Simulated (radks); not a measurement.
Values are calculated unless marked as measured or tabulated.
Question: Te XVII, 36 electrons, occupied as [Kr] (the NIST ground configuration). Code: a radial shooting solver on a logarithmic mesh with Libxc functionals. Model: Dirac Kohn-Sham, PBE, spin-unpolarised, spherical densities, point nucleus. Some entries of the table are withheld. Estimate them.

orbital,occ.,eigenvalue (eV),r(max) (bohr)
1s1/2,2,(1),0.01793
2s1/2,2,-5243.691,(2)
2p1/2,2,(3),0.07794
2p3/2,4,(4),0.08264
3s1/2,2,-1346.315,0.2918
3p1/2,2,-1221.313,(5)
3p3/2,4,-1169.305,(6)
3d3/2,4,-950.4399,0.2343
3d5/2,6,-939.4530,0.2373
4s1/2,2,-506.3682,0.6738
4p1/2,2,(7),0.6846
4p3/2,4,(8),0.7038

Answer: 
(1) 1s1/2 eigenvalue (eV): -32003.87
(2) 2s1/2 r(max) (bohr): 0.1015
(3) 2p1/2 eigenvalue (eV): -4938.522
(4) 2p3/2 eigenvalue (eV): -4663.884
(5) 3p1/2 r(max) (bohr): 0.2781
(6) 3p3/2 r(max) (bohr): 0.2885
(7) 4p1/2 eigenvalue (eV): -460.0273
(8) 4p3/2 eigenvalue (eV): -447.4427
